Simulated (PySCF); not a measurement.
Unrelated species, one level of theory. Level of theory: TDDFT wB97X-D/def2-SVPD, vertical, gas phase, core orbitals frozen in the response (PySCF). Geometries: GFN2-xTB; one conformer of each isolated species. Triplets are in the Tamm–Dancoff approximation. 'Strongest' means the level of largest summed f among the lowest 8 singlets; it needn't be the same kind of state in each.

Task: Rank by computed energy of the strongest computed level, lowest first.
A. `C1SC1`
B. `[SiH3][Si]([SiH3])([SiH3])OC`
C. `O[SiH2]C[SiH2][SiH2][SiH3]`
D. `FC[C@@H]1CN[Si@@H](F)N1`

Result: C (6.89 eV), A (7.13 eV), B (7.26 eV), D (8.05 eV).

| SMILES | strongest (eV) | f (S1) | first f ≥ 0.01 (nm) | f (strongest) | LUMO (eV) | S1 mainly |
| --- | --- | --- | --- | --- | --- | --- |
| O[SiH2]C[SiH2][SiH2][SiH3] | 6.89 | 0.005 | 180 | 0.19 | 1.12 | H→L+1 (83%) |
| C1CS1 | 7.13 | 0.000 | 196 | 0.07 | 1.81 | H→L (90%) |
| CO[Si]([SiH3])([SiH3])[SiH3] | 7.26 | 0.022 | 233 | 0.32 | 0.58 | H→L (96%) |
| FC[C@@H]1CN[Si@@H](F)N1 | 8.05 | 0.004 | 185 | 0.07 | 2.14 | H→L (72%) |

H and L stand for HOMO and LUMO.

- `O[SiH2]C[SiH2][SiH2][SiH3]`: Löwdin shares by element: HOMO silicon 71% or more, carbon 6% (atoms not listed hold the other 23%); LUMO silicon 57% or more, hydrogen 7% or more (atoms not listed hold the other 36%).
- `C1CS1`: Löwdin shares by element: HOMO sulfur 76%, carbon 18%; LUMO sulfur 62%, carbon 27%.
- `CO[Si]([SiH3])([SiH3])[SiH3]`: Löwdin shares by element: HOMO silicon 52% or more, oxygen 26% (atoms not listed hold the other 21%); LUMO silicon 70% (atoms not listed hold the other 30%).
- `FC[C@@H]1CN[Si@@H](F)N1`: Löwdin shares by element: HOMO nitrogen 63%, carbon 8% or more, silicon 5% (atoms not listed hold the other 25%); LUMO carbon 25% or more, silicon 12%, hydrogen 9% or more (atoms not listed hold the other 54%).
